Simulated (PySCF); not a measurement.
YBr3 (singlet). Computed with PySCF, B3LYP, basis Y def2-SVP with ECP28, Br def2-SVP (scalar-relativistic core potentials, no spin–orbit coupling, density fitting).

Harmonic bands of its minimum:

```tsv
ω (cm⁻¹)	IR (km/mol, summed over degenerate members)	degeneracy
36	24.8	1
54	2.7	2
202	0.0	1
292	159	2
```

Question: The central atom is Y. Infer the point group and assign the bands.

Answer: D3h. The modes span a2'' + 2e' + a1': 36 a2'', 54 e', 202 a1', 292 e'. The computed geometry has Y–Br 2.604 Å (×3); Br–Y–Br 120.0° (×3).

Only a few start shapes were tried, so a lower isomer may exist.
